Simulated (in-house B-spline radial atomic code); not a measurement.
Si²⁺. Computed with a B-spline radial atomic code. Model: non-relativistic spherical atom: semilocal Troullier-Martins pseudo-atom, one channel per l, against all electrons, high spin, G0W0 and RPA with empty states to l = 8, local potential for every l without a channel, a model core (radius 0 = none) keeps its share of the functional.

What the tables leave out is listed at the end.

The pseudopotential gives back the lowest level of each angular momentum of its own functional in the configuration it was made in; a second state of the same l is only approximately right. Exact exchange, RPA and GW see the smooth pseudo-orbitals and miss the exchange with the core, for which the functional's share stands in. The column with an uncorrelated core keeps all orbitals and exact exchange, and so separates missing core correlation from pseudisation. Only the three outermost levels and the lowest empty one were computed. RPA here is direct RPA, with no exchange kernel, and its energies carry an (l + 1/2)⁻⁴ tail. A hybrid on a potential with a model core restores only its own semilocal share of the core's exchange.

Command:
```bash
python run_psgw.py task.json out
```
Settings (lengths in bohr, energies in hartree):
```
Z                      14
electrons              12
configuration          [Ne] 3s2
generated_in           [Ne] 3s2 3p2
functional             pbe,pbe
core_shells            3
radius_factor          0.9
core_correction        True
ion_configuration      [Ne] 3s1
```

Run time, properties included: 11 s on 1 thread of Intel(R) Xeon(R) 6975P-C (Granite Rapids) (shared host).

Given: made with PBE; model core radius 1.151 bohr; local radius 1.662 bohr; mean-field start PBE.

Valence shells of the generating configuration: 3s, 3p.

Channel: s 1.614, p 1.932 (radii in bohr).

Computed: largest level miss in the spin-unpolarised generating configuration 0.001 eV; valence RPA correlation energy pseudo -0.095937 hartree; all-electron RPA polarisability, core included 8.9757 bohr³; pseudo-atom RPA polarisability 8.9925 bohr³; ionisation by mean-field pseudo minus all -0.04 eV; ionisation by RPA all-electron 33.927 eV; ionisation by RPA pseudo minus all 0.232 eV.

```
     level  occupied  mean-field all-electron (eV)  mean-field pseudo minus all (eV)  G0W0 all-electron (eV)  G0W0 uncorrelated core minus all (eV)  G0W0 pseudo minus all (eV)  exchange self-energy all-electron (eV)  exchange self-energy pseudo (eV)
        3s         1                       -28.478                             0.031                 -33.755                                  0.247                       0.181                                 -15.194                           -12.468
3p (empty)         0                       -20.516                             0.024                 -16.776                                  0.141                      -0.037                                 -4.4966                           -2.6801
```

Question: What is the ionisation by mean-field all-electron?

Answer: 33.383 eV.

Question: What is the valence RPA correlation energy all-electron orbitals?

Answer: -0.091425 hartree.

Given: mean-field start PBE0.

Computed: valence RPA correlation energy pseudo -0.083344 hartree; all-electron RPA polarisability, core included 8.034 bohr³; pseudo-atom RPA polarisability 8.2288 bohr³; ionisation by mean-field all-electron 33.245 eV; ionisation by mean-field pseudo minus all -0.222 eV; ionisation by RPA all-electron 33.716 eV.

```csv
level,occupied,mean-field all-electron (eV),mean-field pseudo minus all (eV),G0W0 all-electron (eV),G0W0 uncorrelated core minus all (eV),G0W0 pseudo minus all (eV),exchange self-energy all-electron (eV),exchange self-energy pseudo (eV)
3s,1,-29.632,0.195,-33.705,0.245,0.34,-15.055,-12.363
3p (empty),0,-19.399,0.033,-16.695,0.133,-0.005,-4.2854,-2.6232
```

Question: What is the valence RPA correlation energy all-electron orbitals?

Answer: -0.079286 hartree.

Question: What is the ionisation by RPA pseudo minus all?

Answer: -0.102 eV.

Among the listed levels the largest G0W0 shift of the pseudo-atom is +0.34 eV, for 3s on the PBE0 start, while leaving the core uncorrelated moves that level by +0.24 eV. The rest, +0.10 eV, comes from pseudisation and the lost core exchange. Not in the tables (levels of low weight, unsolved or above zero; the highest and the empty levels are kept at any weight): no Hartree-Fock pseudo-atom is run with a model core.
